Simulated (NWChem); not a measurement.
System: CH$_{6}$FNSi$_{2}$; SMILES F[Si@H]1CN[SiH2]1

Excerpt of the output:

```
             Northwest Computational Chemistry Package (NWChem) 7.3.0
             --------------------------------------------------------

                             Geometry "geometry" -> ""
                             -------------------------

 Output coordinates in angstroms (scale by  1.889725989 to convert to a.u.)

  No.       Tag          Charge          X              Y              Z
 ---- ---------------- ---------- -------------- -------------- --------------
    1 F                    9.0000    -0.37433800     2.20962800     0.47730600
    2 Si                  14.0000    -0.02915200     0.90322000    -0.42361300
    3 C                    6.0000     1.51848300    -0.09551100     0.12754700
    4 N                    7.0000     0.82744200    -1.40521600     0.13476000
    5 Si                  14.0000    -0.90850200    -1.20133400     0.06307100
    6 H                    1.0000     0.02306200     1.37723700    -1.83583100
    7 H                    1.0000     2.36015500    -0.06997600    -0.57923700
    8 H                    1.0000     1.89933100     0.20709700     1.11486000
    9 H                    1.0000     1.37493900    -2.22749300     0.36197300
   10 H                    1.0000    -1.68081900    -1.40534400     1.32874600
   11 H                    1.0000    -1.58849800    -2.03270100    -0.97419900

 Effective nuclear repulsion energy (a.u.)     295.8468064485

                                 NWChem DFT Module
                                 -----------------

 Summary of "ao basis" -> "ao basis" (spherical)
 ------------------------------------------------------------------------------
       Tag                 Description            Shells   Functions and Types
 ---------------- ------------------------------  ------  ---------------------
 F                           6-31g*                  6       14   3s2p1d
 Si                          6-31g*                  8       18   4s3p1d
 C                           6-31g*                  6       14   3s2p1d
 N                           6-31g*                  6       14   3s2p1d
 H                           6-31g*                  2        2   2s

 in cosmo_initialize ...
 calling solv_data for solv:acetone

[...]

                                COSMO-SMD solvation results
                                ---------------------------

             internal energy in gas <Psi(g)|H|Psi(g)> =      -775.166847834474
         internal energy in solvent <Psi(s)|H|Psi(s)> =      -775.166365885736
                               delta internal energy  =         0.000481948738 (    0.30 kcal/mol)
   total free energy in solvent <Psi(s)|H+V/2|Psi(s)> =      -775.171990359928
 polarization energy contribution <Psi(s)|V/2|Psi(s)> =        -0.005624474192 (   -3.53 kcal/mol)
    total free energy in solvent including G(SMD-CDS) =      -775.171732131669
                       G(SMD-CDS) energy contribution =         0.000258228258 (    0.16 kcal/mol)
     1 M fixed-concentration free energy of solvation =        -0.004884297196 (   -3.06 kcal/mol)

                       DFT Final Molecular Orbital Analysis
                       ------------------------------------

 Vector   26  Occ=2.000000D+00  E=-3.613499D-01
              MO Center=  6.0D-01,  2.4D-01, -3.5D-01, r^2= 3.3D+00
   Bfn.  Coefficient  Atom+Function         Bfn.  Coefficient  Atom+Function
  ----- ------------  ---------------      ----- ------------  ---------------
    80      0.267766   6 H  s                23     -0.243030   2 Si pz
    35      0.236581   3 C  px               22      0.226868   2 Si py
    36     -0.197058   3 C  py               79      0.190131   6 H  s
    50      0.159353   4 N  py               49     -0.158466   4 N  px
    20     -0.144398   2 Si s                39      0.144341   3 C  px

 Vector   27  Occ=2.000000D+00  E=-3.154005D-01
              MO Center= -3.0D-01, -1.3D-01, -1.7D-01, r^2= 3.2D+00
   Bfn.  Coefficient  Atom+Function         Bfn.  Coefficient  Atom+Function
  ----- ------------  ---------------      ----- ------------  ---------------
    68      0.369650   5 Si py               21     -0.328890   2 Si px
    35      0.209713   3 C  px               22     -0.192388   2 Si py
    70      0.175026   5 Si s                72      0.156351   5 Si py
    39      0.154220   3 C  px               90     -0.151429  11 H  s
    64     -0.142163   5 Si py               66      0.133165   5 Si s

 Vector   28  Occ=2.000000D+00  E=-2.896713D-01
              MO Center=  6.2D-01, -1.2D+00,  1.7D-01, r^2= 2.5D+00
   Bfn.  Coefficient  Atom+Function         Bfn.  Coefficient  Atom+Function
  ----- ------------  ---------------      ----- ------------  ---------------
    51      0.503551   4 N  pz               55      0.465450   4 N  pz
    88     -0.256032  10 H  s                90      0.185265  11 H  s
    84     -0.166829   8 H  s                37     -0.144945   3 C  pz
    82      0.143855   7 H  s                83     -0.133444   8 H  s
    87     -0.116299  10 H  s                81      0.112672   7 H  s

 Vector   29  Occ=0.000000D+00  E= 3.160963D-02
              MO Center= -4.9D-01, -4.9D-01, -1.6D-01, r^2= 5.9D+00
   Bfn.  Coefficient  Atom+Function         Bfn.  Coefficient  Atom+Function
  ----- ------------  ---------------      ----- ------------  ---------------
    72      0.852368   5 Si py               26      0.802405   2 Si py
    24     -0.673578   2 Si s                52      0.608892   4 N  s
    70      0.596057   5 Si s                71     -0.425065   5 Si px
    88     -0.256235  10 H  s                22      0.248283   2 Si py
     6     -0.214442   1 F  s                25      0.205975   2 Si px

[...]
```

Level: M06-2X/6-31G* (spherical d), SMD on the gas-phase geometry. Coordinates come from a B3LYP/6-31G* (spherical d) optimisation. Solvent: acetone.

Question: Reconstruct the input file.

Answer: One answer among several that fit: the input that was run:
```
start job
memory heap 200 mb stack 900 mb global 1100 mb
geometry units angstroms noautosym nocenter noautoz
  F     -0.374338     2.209628     0.477306
  Si    -0.029152     0.903220    -0.423613
  C      1.518483    -0.095511     0.127547
  N      0.827442    -1.405216     0.134760
  Si    -0.908502    -1.201334     0.063071
  H      0.023062     1.377237    -1.835831
  H      2.360155    -0.069976    -0.579237
  H      1.899331     0.207097     1.114860
  H      1.374939    -2.227493     0.361973
  H     -1.680819    -1.405344     1.328746
  H     -1.588498    -2.032701    -0.974199
end
basis spherical
  F library 6-31g*
  Si library 6-31g*
  C library 6-31g*
  N library 6-31g*
  H library 6-31g*
end
dft
  xc m06-2x
  iterations 150
end
cosmo
  do_cosmo_smd true
  solvent acetone
end
task dft energy
```
